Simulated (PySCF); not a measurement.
B(H)(OMe)(SH) (CH₅BOS), SMILES B(OC)S. Geometry optimised at B3LYP-D3(BJ)/def2-SVP. One conformer was computed; it need not be the lowest.

These are B3LYP-D3(BJ)/def2-SVP run with PySCF values and carry that method's errors.

Harmonic wavenumbers (cm⁻¹): 90, 196, 261, 418, 458, 712, 825, 867, 966, 1148, 1173, 1190, 1374, 1469, 1474, 1497, 2632, 2695, 3015, 3093, 3135. Rotational constants (GHz): 14.21, 3.636, 2.950; symmetry number 1.

Problem. Work out the zero-point energy and the ideal-gas rigid-rotor harmonic-oscillator thermochemistry at 298.15 K and 1 atm.

Solution. ZPE = ½ Σ hcν = ½ × 28689 cm⁻¹ = 41.01 kcal/mol. H − E(el) = 45.08 kcal/mol. Entropy in cal/(mol K): translation 38.90, rotation 25.16, vibration 10.09, total 74.14. G − E(el) = 22.97 kcal/mol. Cp = 19.68 cal/(mol K). Modes under 150 cm⁻¹ make the vibrational entropy uncertain.
